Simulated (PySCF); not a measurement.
## EPR parameters of C4H7OSSi

Species: C4H7OSSi (doublet state).
Numbering: `[CH2:1]=[C:2]1[CH2:3][SiH:4][CH2:5][S@@:6]1=[O:7]` (hydrogens: H8, H9 on C1; H10, H11 on C3; H12 on Si4; H13, H14 on C5)

Method used: UKS B3LYP, pcH-1 on C H O S Si, non-relativistic, mean-field spin-orbit, GIAO (PySCF 2.14.0). The structure is a single GFN2-xTB conformer in the gas phase; no vibrational or solvent corrections. Couplings are sensitive to structure, and on GFN2-xTB geometries they can be far from those on DFT ones, by a factor of two or more for some ions and for spin on atoms past the first row. No stability test was run, so a lower SCF solution isn't excluded.

```json
{"g1, g2, g3": "2.00210, 2.00345, 2.00628", "g_iso": "2.00394", "Form of g": "rhombic: the two nearest values differ by 32 % of g3 − g1", "⟨S²⟩": "0.7515 (exact 0.7500)", "α and β electrons": "35, 34", "Total energy": "-919.45846 Eh"}
```

Hyperfine couplings atom by atom, in mT; T1 to T3 are the principal values of the dipolar part (MHz turned into mT with g_iso):

```
atom  isotope   a_iso  of which spin–orbit     T1     T2    T3  Mulliken spin population
  C1      13C    0.02                 0.00  -0.03  -0.01  0.03                      0.01
  C2      13C    0.29                 0.00  -0.02  -0.02  0.04                      0.00
  C3      13C    0.99                 0.00  -0.16  -0.12  0.29                      0.00
 Si4     29Si  -17.10                 0.04  -6.08   2.99  3.09                      0.93
  C5      13C    1.07                 0.00  -0.13  -0.07  0.20                     -0.01
  S6      33S    0.01                 0.00  -0.19  -0.16  0.34                      0.03
  O7      17O   -0.20                 0.00  -0.02   0.00  0.02                      0.00
  H8       1H   -0.02                 0.00  -0.03  -0.02  0.05                      0.00
  H9       1H   -0.01                 0.00  -0.03  -0.02  0.05                      0.00
 H10       1H    0.39                 0.00  -0.15  -0.10  0.25                      0.00
 H11       1H    0.71                 0.00  -0.13  -0.02  0.15                      0.01
 H12       1H    3.13                 0.00  -0.32   0.05  0.28                      0.03
 H13       1H    0.57                 0.00  -0.14  -0.11  0.25                      0.00
 H14       1H    0.06                 0.00  -0.11  -0.06  0.17                      0.00
```

The largest Mulliken spin population is on Si4 (+0.93). The angles at Si4 add up to 325.0°, so it is pyramidal.

Under fast tumbling the dipolar parts average out, and these isotropic splittings remain: 1 × 1H (H12, I = 1/2, 2 lines) with 3.13 mT, 1 × 1H (H11, I = 1/2, 2 lines) with 0.71 mT, 1 × 1H (H13, I = 1/2, 2 lines) with 0.57 mT, 1 × 1H (H10, I = 1/2, 2 lines) with 0.39 mT and 1 × 1H (H14, I = 1/2, 2 lines) with 0.06 mT.

The 13C coupling of C5 (30.1 MHz) shows only in satellite lines or after enrichment, since that isotope makes up about 1.07 % of natural carbon.

The 29Si coupling of Si4 (-479.5 MHz) shows only in satellite lines or after enrichment, since that isotope makes up about 4.7 % of natural silicon.
